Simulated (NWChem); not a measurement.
System: C2H6FNSi, singlet; SMILES [Si](F)N(C)C

NWChem input:

```
start job
memory heap 200 mb stack 900 mb global 1100 mb
geometry units angstroms noautoz
  Si    -0.807563     0.902710     0.000000
  F      0.480899     1.917912     0.000000
  N      0.021411    -0.616497     0.000000
  C     -0.749036    -1.855287     0.000000
  C      1.466328    -0.820758     0.000000
  H     -0.524136    -2.461641    -0.888921
  H     -0.524136    -2.461641     0.888921
  H     -1.822191    -1.632833     0.000000
  H      1.780705    -1.387541     0.888199
  H      1.780705    -1.387541    -0.888199
  H      1.972007     0.145733     0.000000
end
basis spherical
  * library def2-svp
end
dft
  xc xcamb88 1.00 lyp 0.81 vwn_5 0.19 hfexch 1.00
  cam 0.33 cam_alpha 0.19 cam_beta 0.46
  iterations 150
  mulliken
end
task dft energy
```

Low-valent species are run as closed-shell singlets; no triplet was tried in these runs. All runs use the structure optimised with B3LYP/6-31G* (spherical d).

Predict the main results of this run. (CAM-B3LYP/def2-SVP.) Quantities: energy (Ha); highest occupied level (eV); orbital gap (eV); dipole (D).

The energy (Ha) comes out as -523.60, the highest occupied level (eV) comes out as -8.29 and the orbital gap (eV) comes out as 8.49. The dipole (D) is 2.47.
